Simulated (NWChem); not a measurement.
Species: hydronium (H₃O cation); SMILES [OH3+]

Program: NWChem. Coordinates come from a B3LYP/6-31G* (spherical d) optimisation. Level: B3LYP/def2-SVP with SMD (1 M gas to 1 M solution), gas-phase geometry. Reactions with the solvent are ignored.

```json
[
 {"solvent": "water", "dielectric constant": "78.4", "solvation free energy (kcal/mol)": "-95.1", "cavity-dispersion-structure term (kcal/mol)": "2.2"},
 {"solvent": "1-propanol", "dielectric constant": "20.5", "solvation free energy (kcal/mol)": "…", "cavity-dispersion-structure term (kcal/mol)": "…"},
 {"solvent": "cyclohexanone", "dielectric constant": "15.6", "solvation free energy (kcal/mol)": "-72.7", "cavity-dispersion-structure term (kcal/mol)": "-0.6"},
 {"solvent": "dimethyl sulfoxide", "dielectric constant": "46.8", "solvation free energy (kcal/mol)": "-76.0", "cavity-dispersion-structure term (kcal/mol)": "-0.5"}
]
```

Complete the blanks.


- 1-propanol, solvation free energy (kcal/mol): -92.2
- 1-propanol, cavity-dispersion-structure term (kcal/mol): 0.3
